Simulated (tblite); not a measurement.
C4H7O2S (doublet state).
SMILES with atom numbers: `[CH3:1][C@H:2]([S:3])[O:4][CH2:5][CH:6]=[O:7]` (hydrogens: H8, H9, H10 on C1; H11 on C2; H12, H13 on C5; H14 on C6)

Structure used (GFN2-xTB), in Å, numbered top down from 1:
```xyz
14
C4H7O2S angstrom
C     -2.1563    0.7104    0.2433
C     -1.0407   -0.3153    0.3577
S     -1.2436   -1.2766    1.9076
O      0.1773    0.3427    0.3054
C      1.3059   -0.4893    0.2624
C      2.5733    0.3222    0.1625
O      2.6541    1.5103    0.1137
H     -2.0705    1.2274   -0.7094
H     -2.0586    1.4381    1.0447
H     -3.1249    0.2228    0.3088
H     -1.1182   -1.0738   -0.4403
H      1.2646   -1.1719   -0.6040
H      1.3689   -1.1137    1.1700
H      3.4680   -0.3339    0.1356
```

Computed with GFN2-xTB (tblite): harmonic, unscaled wavenumbers at the GFN2-xTB geometry, gas phase. Against measured fundamentals such values can be off by several per cent, at times by over 20. One conformer, not necessarily the lowest. Open shells enter through the occupations alone, without spin polarisation, and single modes of such species can be off by tens of per cent.

Harmonic wavenumbers (cm⁻¹): 34.4, 97.0, 125.4, 172.8, 183.4, 219.4, 290.7, 390.5, 448.1, 613.2, 688.2, 714.0, 921.7, 938.9, 1005.1, 1008.6, 1080.1, 1123.5, 1127.5, 1177.9, 1217.6, 1269.3, 1307.0, 1368.1, 1389.0, 1424.8, 1457.7, 1472.8, 1813.5, 2742.5, 2805.8, 2818.8, 2852.3, 3037.5, 3049.9, 3054.0.

A = 4188, B = 1140, C = 963.3 MHz; mass 119.017 u (most abundant isotopes); point group C1, symmetry number 1; spin multiplicity 2.

**Question.** Zero-point energy?

**Answer.** Half the sum of the wavenumbers: 22721 cm⁻¹ = 271.80 kJ/mol.

**Question.** What is S at 200 K and 1 bar for an ideal gas of classical rigid rotors and harmonic oscillators?

**Answer.** Translation 160.16, rotation 114.84, vibration 68.42, spin (R ln 2) 5.76: S = 349.2 J/(mol K).

**Question.** And Cp and H(200 K) − H(0)?

**Answer.** Cp = 100.06 J/(mol K), of which vibrations give 66.80 (their classical limit is 36 R = 299.3); H(200 K) − H(0) = 13.89 kJ/mol without the zero-point energy, 7.24 from vibrations.

**Question.** Blend soft modes into free rotors: weight 1/[1 + (100 cm⁻¹/ν̃)⁴] for the oscillator and the rest for a rotor with moment μB/(μ + B), μ = h/(8π²ν), B = 10⁻⁴⁴ kg m². What vibrational entropy results?

**Answer.** 62.99 J/(mol K) in place of 68.42, which changes −T·S at 200 K by +1.09 kJ/mol.

**Question.** What must be added to the electronic energy to get the Gibbs energy at 200 K and 1 bar?

**Answer.** ZPE + [H(200 K) − H(0)] − T·S = 271.80 + 13.89 − 69.84 = 215.85 kJ/mol.

**Question.** Which modes carry the vibrational entropy at 200 K?

**Answer.** 34.4 cm⁻¹: 19.95; 97.0 cm⁻¹: 11.47; 125.4 cm⁻¹: 9.45; 172.8 cm⁻¹: 7.02; 183.4 cm⁻¹: 6.59; 219.4 cm⁻¹: 5.33 J/(mol K); the other 30 give 8.61 together.

Hindered rotation and anharmonicity are outside this model. Other conformers, if any are populated, would add a mixing term that is left out. The structure is chiral; the term R ln 2 for an equal mix with its mirror image is left out.
